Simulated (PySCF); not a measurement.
**Electric field gradients and quadrupole coupling constants**

Compound: C5H12OSi2.
Geometry (PBE0-D3(BJ)/def2-SVP, Å), atoms numbered from 1 in this order:
```
atom  x, y, z in Å
C1    -1.920    1.287   -0.459
C2    -2.011   -0.129    0.109
C3    -1.673   -0.181    1.598
Si4   -0.936   -1.321   -0.871
O5    -1.028   -2.881   -0.290
C6     0.813   -0.738   -0.754
C7     1.964   -0.335   -0.632
Si8    3.681    0.288   -0.457
H9    -2.195    1.325   -1.525
H10   -0.897    1.688   -0.366
H11   -2.593    1.973    0.081
H12   -3.043   -0.501   -0.030
H13   -2.339    0.477    2.181
H14   -0.638    0.152    1.783
H15   -1.776   -1.200    2.002
H16   -1.345   -1.367   -2.301
H17   -0.401   -3.114    0.400
H18    4.345   -0.404    0.686
H19    3.651    1.757   -0.198
H20    4.443    0.019   -1.710
```

Field gradients from the PBE0/pcSseg-1 density (PySCF, non-relativistic), principal values in atomic units, ordered |Vxx| ≤ |Vyy| ≤ |Vzz|:

| atom | Vxx | Vyy | Vzz |
| --- | --- | --- | --- |
| O5 | -0.2853 | -1.2077 | 1.4930 |

Task: Find the asymmetry η = (Vxx − Vyy)/Vzz and the couplings χ = eQV/h (234.96 MHz × Q in barn × V in au), with Q(17O) = −0.0256 b.

Result: 
```tsv
atom	environment	nucleus	η	χzz (MHz)	χxx (MHz)	χyy (MHz)
O5	silanol oxygen	17O	0.62	-8.98	1.72	7.26
```

The tensor is traceless: Vxx + Vyy + Vzz = 0.

Task: What is Vzz at O5 in SI units (1 au = 9.71736 × 10²¹ V/m²)?

Result: 1.4930 au = 14.508 × 10²¹ V/m².

Task: And the gradient at the other heavy atoms, for which no coupling is worked out here?

Result: 
```csv
atom,environment,Vzz (au),η
C1,methyl carbon,0.066,0.20
C2,sp3 carbon bound to silicon,-0.109,0.30
C3,methyl carbon,0.063,0.11
Si4,oxygen-bound silicon,0.476,0.87
C6,alkyne carbon,-0.434,0.02
C7,alkyne carbon,-0.397,0.09
Si8,SiH3 silicon,0.261,0.04
```

Were the hydrogens deuterons (Q(2H) = 0.00286 b), χzz would run from 94 kHz (H18, H19, H20 and H16) to 326 kHz (H17).

The structure is a single PBE0-D3(BJ)/def2-SVP conformer in the gas phase; no vibrational or solvent corrections. With so small a basis the couplings can be 20 % off.
